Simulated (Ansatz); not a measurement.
`OC(F)[SiH2][SiH3]` + CH₃SH → `CS[SiH2][SiH3]` + `OCF`  (ligand exchange at the Si–C bond)

Computed with Ansatz on PBE0-D4/def2-TZVP structures; ΔE is electronic, products minus reactants. CBS: MP2 limit from def2 TZ/QZ plus the TZ coupled-cluster correction, frozen cores. This one scheme is used for every species. DFT in def2-TZVPP. Each species was taken in one conformer, which may not be the lowest.

```
             level  ΔE (kcal/mol)  difference from CCSD(T)/CBS
         r2SCAN-D4          -21.1                          0.1
           ωB97X-V          -20.1                          1.1
            r2SCAN          -21.0                          0.2
              PBE0          -21.3                         -0.1
SCS-MP2/def2-TZVPP          -21.7                         -0.5
   CCSD/def2-TZVPP          -20.6                          0.6
     HF/def2-QZVPP          -21.7                         -0.5
      HF/CBS(def2)          -21.7                         -0.5
     MP2/CBS(def2)          -23.1                         -1.9
    CCSD/CBS(def2)          -21.1                          0.1
       CCSD(T)/CBS          -21.2                            0
```

Largest T1 diagnostic among the species: 0.013.

From PBE to PBE0 (25 % exact exchange), in def2-TZVPP and without D4, ΔE moves by −1.1 kcal/mol. The D4 term adds −0.7 kcal/mol with B3LYP and −0.4 kcal/mol with PBE0; it sums over pairs of atoms, weighted by their polarisabilities, and B3LYP, whose exchange is more repulsive, gets the larger term.

B3LYP here is the variant with VWN-RPA as its local correlation; programs differ in this.
